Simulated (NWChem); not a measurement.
All runs are NWChem calculations. System: H3FTi, charge 0, spin multiplicity 1, at a geometry optimised with B3LYP/def2-SVP. The structure started from a generated list of species. Level: EOM-CCSD/def2-SVPD, 6 core orbitals frozen.

Job file:

```
start mol
memory heap 100 mb stack 700 mb global 1900 mb
geometry units angstroms nocenter noautoz
  Ti     0.398733    -0.079612     0.000000
  F     -1.291678     0.257892     0.000000
  H      1.106606     0.589647     1.376761
  H      1.106606     0.589647    -1.376761
  H      0.639765    -1.748869     0.000000
  symmetry group Cs
end
basis spherical
  * library def2-svpd
end
scf
  rhf
  nopen 0
  maxiter 100
  thresh 1e-7
  semidirect memsize 60000000 filesize 0
end
tce
  freeze core 6
  ccsd
  nroots 2
  2eorb
  2emet 13
  thresh 1e-5
  maxiter 200
  tilesize 24
end
task tce energy
```

Part of the output:

```
             Northwest Computational Chemistry Package (NWChem) 7.3.0
             --------------------------------------------------------

                                NWChem Input Module
                                -------------------

 Scaling coordinates for geometry "geometry" by  1.889725989
 (inverse scale =  0.529177249)

 Turning off AUTOSYM since
 SYMMETRY directive was detected!

                             Geometry "geometry" -> ""
                             -------------------------

 Output coordinates in angstroms (scale by  1.889725989 to convert to a.u.)

  No.       Tag          Charge          X              Y              Z
 ---- ---------------- ---------- -------------- -------------- --------------
    1 Ti                  22.0000     0.39873300    -0.07961200     0.00000000
    2 F                    9.0000    -1.29167800     0.25789200     0.00000000
    3 H                    1.0000     1.10660600     0.58964700     1.37676100
    4 H                    1.0000     1.10660600     0.58964700    -1.37676100
    5 H                    1.0000     0.63976500    -1.74886900     0.00000000

 Effective nuclear repulsion energy (a.u.)      87.1982130700

            Nuclear Dipole moment (a.u.)
            ----------------------------
        X                 Y               Z
 ---------------- ---------------- ----------------
     0.0000018897    -0.0000207870     0.0000000000

      Symmetry information
      --------------------

 Group name             Cs
 Group number              2
 Group order               2
 No. of unique centers     4

      Symmetry unique atoms

     1    2    3    5


 Summary of "ao basis" -> "" (spherical)
 ------------------------------------------------------------------------------
       Tag                 Description            Shells   Functions and Types
 ---------------- ------------------------------  ------  ---------------------
 *                         def2-svpd                  on all atoms

 Summary of "ao basis" -> "ao basis" (spherical)
 ------------------------------------------------------------------------------
       Tag                 Description            Shells   Functions and Types
 ---------------- ------------------------------  ------  ---------------------
 Ti                        def2-svpd                12       34   5s4p2d1f
 F                         def2-svpd                 9       23   4s3p2d
 H                         def2-svpd                 4        8   2s2p

                                 NWChem SCF Module
                                 -----------------

  ao basis        = "ao basis"
  functions       =    81
  atoms           =     5
  closed shells   =    17
  open shells     =     0
  charge          =   0.00
  wavefunction    = RHF
  use symmetry    = T
  symmetry adapt  = T

 Summary of "ao basis" -> "ao basis" (spherical)
 ------------------------------------------------------------------------------
       Tag                 Description            Shells   Functions and Types
 ---------------- ------------------------------  ------  ---------------------
 Ti                        def2-svpd                12       34   5s4p2d1f
 F                         def2-svpd                 9       23   4s3p2d
 H                         def2-svpd                 4        8   2s2p

      Symmetry analysis of basis
      --------------------------

        a'         53
        a"         28

 Forming initial guess at       0.1s
[...]
    22a'  (alpha) ---    17a'  (alpha)        0.4546619333
    31a'  (alpha) ---    17a'  (alpha)        0.1059896994
    18a"  (alpha) ---    16a"  (alpha)        0.4099946830
    23a"  (alpha) ---    16a"  (alpha)       -0.4546042892
    30a"  (alpha) ---    16a"  (alpha)        0.1059741276

 Doubles contributions
 ------------------

 Excited state root  2
 Excitation energy / hartree =        0.148866590568109
                   / eV      =        4.050867762005342
 largest EOMCCSD amplitudes: R1 and R2

 Singles contributions
    19a'  (alpha) ---    17a'  (alpha)        0.2830972913
    22a'  (alpha) ---    17a'  (alpha)        0.5571375072
    31a'  (alpha) ---    17a'  (alpha)        0.1176992464
    18a"  (alpha) ---    16a"  (alpha)       -0.2831338265
    23a"  (alpha) ---    16a"  (alpha)        0.5571918414
    30a"  (alpha) ---    16a"  (alpha)       -0.1177092998

 Doubles contributions

 =========================================
 Excited-state calculation ( a"  symmetry)
 =========================================
 Dim. of EOMCC iter. space      500

 EOMCCSD SOLVER TYPE  1
  maxdiff =   0.49594079073804476

 No. of initial right vectors    2

 EOM-CCSD right-hand side iterations
 --------------------------------------------------------------
      Residuum       Omega / hartree  Omega / eV    Cpu    Wall
 --------------------------------------------------------------

 Iteration   1 using    2 trial vectors
   0.5448518548630   0.2854011033619    7.76616
   0.5625175811902   0.3027695515845    8.23878     0.9     0.9

 Iteration   2 using    4 trial vectors
   0.1737709714652   0.1761070158575    4.79212
   0.1779881916447   0.1867400078897    5.08146     0.8     0.8

 Iteration   3 using    6 trial vectors
   0.1192375239503   0.1527821778452    4.15742
   0.1144900179827   0.1645898704489    4.47872     0.8     0.8

 Iteration   4 using    8 trial vectors
   0.0935708957486   0.1422073214375    3.86966
   0.0929909436622   0.1544581084452    4.20302     0.8     0.8

 Iteration   5 using   10 trial vectors
   0.0729858392169   0.1346383348610    3.66370
   0.0797096487169   0.1462019550061    3.97836     0.8     0.8

 Iteration   6 using   12 trial vectors
   0.0578208436283   0.1250868416412    3.40379
   0.0666395308540   0.1352183232806    3.67948     0.8     0.8

 Iteration   7 using   14 trial vectors
   0.0301406467002   0.1238329385236    3.36967
   0.0339671046365   0.1323028453043    3.60015     0.9     0.9

 Iteration   8 using   16 trial vectors
   0.0135445255193   0.1235164956275    3.36106
   0.0152578197592   0.1320981296975    3.59457     0.9     0.9

 Iteration   9 using   18 trial vectors
   0.0048823328207   0.1232363088730    3.35343
   0.0071283913034   0.1318299057997    3.58728     1.0     1.0

 Iteration  10 using   20 trial vectors
   0.0018297251857   0.1233441481425    3.35637
   0.0057590356333   0.1318830666770    3.58872     0.9     0.9

 Iteration  11 using   22 trial vectors
   0.0008157489971   0.1233084404781    3.35539
   0.0062640388588   0.1318680878662    3.58831     0.9     0.9

 Iteration  12 using   24 trial vectors
   0.0003187378102   0.1232831389734    3.35471
   0.0046271599654   0.1317338628501    3.58466     0.9     0.9

 Iteration  13 using   26 trial vectors
   0.0001289303991   0.1232883569411    3.35485
   0.0022998463171   0.1317564774479    3.58528     1.0     1.0

 Iteration  14 using   28 trial vectors
   0.0000623038918   0.1232856425908    3.35477
   0.0009949302068   0.1317862394343    3.58609     1.0     1.0

 Iteration  15 using   30 trial vectors
   0.0000294303549   0.1232851829820    3.35476
   0.0004620303533   0.1317737816167    3.58575     1.0     1.0

 Iteration  16 using   32 trial vectors
   0.0000142577413   0.1232861522600    3.35479
   0.0002688152186   0.1317805268431    3.58593     1.0     1.0

 Iteration  17 using   34 trial vectors
   0.0000068821091   0.1232858727225    3.35478
   0.0001638586165   0.1317800892598    3.58592     1.0     1.0

 Iteration  18 using   35 trial vectors
   0.0000068814380   0.1232858727493    3.35478
   0.0001216030872   0.1317759514985    3.58581     0.6     0.6

 Iteration  19 using   36 trial vectors
   0.0000068806372   0.1232858727893    3.35478
   0.0000962793954   0.1317764655519    3.58582     0.6     0.6

 Iteration  20 using   37 trial vectors
   0.0000068801056   0.1232858727375    3.35478
   0.0000659377877   0.1317773073219    3.58584     0.6     0.6

 Iteration  21 using   38 trial vectors
   0.0000068794855   0.1232858727417    3.35478
   0.0000429411199   0.1317766537562    3.58583     0.6     0.6

 Iteration  22 using   39 trial vectors
   0.0000068792786   0.1232858728122    3.35478
   0.0000280742685   0.1317772398929    3.58584     0.6     0.6

 Iteration  23 using   40 trial vectors
   0.0000068789801   0.1232858727716    3.35478
   0.0000166132882   0.1317772557892    3.58584     0.6     0.6

 Iteration  24 using   41 trial vectors
   0.0000068785520   0.1232858727671    3.35478
   0.0000081322521   0.1317770224753    3.58584     0.6     0.6
 --------------------------------------------------------------
 Iterations converged
 ------------------

 Excited state root  1
 Excitation energy / hartree =        0.123285872767052
                   / eV      =        3.354780717398446
 largest EOMCCSD amplitudes: R1 and R2

 Singles contributions
    19a'  (alpha) ---    16a"  (alpha)       -0.4347491619
    22a'  (alpha) ---    16a"  (alpha)       -0.4500663748
    31a'  (alpha) ---    16a"  (alpha)       -0.1014375994
    18a"  (alpha) ---    17a'  (alpha)       -0.4347189680
    23a"  (alpha) ---    17a'  (alpha)        0.4500449112
    30a"  (alpha) ---    17a'  (alpha)       -0.1014277089

 Doubles contributions
 ------------------

 Excited state root  2
 Excitation energy / hartree =        0.131777022475266
                   / eV      =        3.585836755453079
 largest EOMCCSD amplitudes: R1 and R2

 Singles contributions
    19a'  (alpha) ---    16a"  (alpha)       -0.4098327399
    20a'  (alpha) ---    16a"  (alpha)        0.1396385981
    22a'  (alpha) ---    16a"  (alpha)       -0.4544246806
    31a'  (alpha) ---    16a"  (alpha)       -0.1059357970
    18a"  (alpha) ---    17a'  (alpha)        0.4098551297
    23a"  (alpha) ---    17a'  (alpha)       -0.4544532852
    30a"  (alpha) ---    17a'  (alpha)        0.1059369238

 Doubles contributions

 Task  times  cpu:       53.8s     wall:       53.8s

 Total times  cpu:       53.8s     wall:       53.8s
```
